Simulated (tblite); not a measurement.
Compound: C₆H₉F (charge -1 and doublet state).
Geometry (GFN2-xTB, Å), atoms numbered from 1 in this order:
```xyz
16
C6H9F angstrom
C      2.122   -0.354    0.623
C      0.990    0.317    0.009
C      0.304   -0.395   -1.155
C     -1.201   -0.196   -0.947
C     -1.309   -0.037    0.560
F     -2.562    0.511    0.930
C     -0.114    0.829    0.923
H      2.607    0.204    1.431
H      2.858   -0.749   -0.086
H      0.540   -1.474   -1.174
H      0.612    0.002   -2.137
H     -1.810   -1.021   -1.331
H     -1.541    0.731   -1.418
H     -1.266   -1.007    1.068
H      0.143    0.766    1.985
H     -0.379    1.881    0.708
```

Structure optimised with GFN2-xTB, isolated species. This method treats the open shell by occupation alone, without spin polarisation.

Masses are those of the commonest isotopes; rigid-rotor values at the optimised geometry. The values belong to one conformer with, in the numbering `[CH2-:1][C:2]1[CH2:3][CH2:4][C@H:5]([F:6])[CH2:7]1`, H–C1–C2–C3 178° and 47°, C1–C2–C3–C4 139°, C2–C3–C4–C5 -27°, C3–C4–C5–F6 164°, C4–C5–C7–C2 -38°.

Q: What are A, B and C (MHz)?

A: Ia = 97.09, Ib = 259.55, Ic = 327.39 u·Å²; 505379 MHz·u·Å²/I gives A = 5205, B = 1947, C = 1544 MHz.

Q: What kind of rotor is it?

A: An asymmetric top; Ray's κ = -0.780.

Q: Is it planar, by Δ = Ic − Ia − Ib?

A: Not planar: Δ = Ic − Ia − Ib = -29.24 u·Å². For a rigid frame Δ = −2 Σ m c², so Σ m c² = 14.62 u·Å² lies off the ab plane: 7.44 from hydrogen and 7.18 from heavier atoms. The atom farthest from that plane is 1.45 Å away.

Q: Give the other two planar moments, Paa and Pbb, and the rms extents of the mass along the axes.

A: Paa = Σ m a² = (Ib + Ic − Ia)/2 = 244.92 and Pbb = Σ m b² = (Ia + Ic − Ib)/2 = 82.46 u·Å². With the mass M = 100.07 u, the rms extents √(P/M) along a, b and c are 1.56, 0.91, 0.38 Å.

Q: Where do the levels up to J = 2 lie, in K?

A: Above 0(0,0), as E/k:
J = 1: 1(0,1) 0.168, 1(1,1) 0.324, 1(1,0) 0.343
J = 2: 2(0,2) 0.501, 2(1,2) 0.640, 2(1,1) 0.698, 2(2,1) 1.167, 2(2,0) 1.169
The levels of one J sum to (2J + 1)J(J + 1)(A + B + C)/3.

Q: Estimate the classical rotational partition function at 10 K, 50 K and 200 K.

A: Point group C1, symmetry number σ = 1; q = (√π/σ)·√((kT/h)³/(ABC)), k/h = 20836.6 MHz/K: 1350 at 10 K, 15100 at 50 K, 121000 at 200 K.

For this open shell read J as N, the rotation without spin; fine and hyperfine splittings come on top. Its GFN2-xTB frequencies are all real (lowest 40 cm⁻¹). Whether the extra electron is bound in the gas phase wasn't checked; a finite basis holds it in any case. No vibrational averaging or centrifugal distortion is included, and the geometry carries the error of its method.

The run took 1.4 s of wall time on one thread of an Intel Xeon at 2.70 GHz, no GPU, shared host with 64 logical CPUs at a one-minute load of 54. That covers the optimisation of the geometry.

These are computed values.
